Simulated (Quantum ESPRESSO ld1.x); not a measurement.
Excited configurations of Mn3+: one electron is placed in a higher orbital outside [Ar] 3d3. The ground configuration is [Ar] 3d4. All-electron calculation, Dirac Kohn-Sham, PBE, spin-unpolarised, spherical densities, point nucleus; open shells fill j = l - 1/2 first. Program: ld1.x of Quantum ESPRESSO 7.5. Excitation = E - E(ground); binding = E(ion) - E, where the ion is the core of charge +4; n* = 4/sqrt(2 binding) in atomic units, and the quantum defect is n - n*.

outer orbital  excitation (eV)  binding (eV)     n*  quantum defect
4p1/2                   20.310        30.502  2.672           1.328
4d3/2                   30.265        20.546  3.255           0.745
4f5/2                   36.870        13.942  3.952           0.048
5s1/2                   32.021        18.790  3.404           1.596
5p1/2                   34.573        16.238  3.661           1.339
6p1/2                   40.699        10.112  4.640           1.360
6d3/2                   42.681         8.131  5.174           0.826
7d3/2                   45.032         5.779  6.137           0.863

The Delta-SCF ionisation energy is 50.812 eV (NIST Atomic Spectra Database: 51.2 eV, semi-empirical). Self-interaction in the functional shifts the binding energies and quantum defects, so they are the method's values and not measured ones. Spin polarisation and multiplet splitting are left out, so open shells lie too high by an amount that depends on their filling.

Beside tabulated values, note that spin-unpolarised runs miss the spin-polarisation part of the exchange energy of open shells.
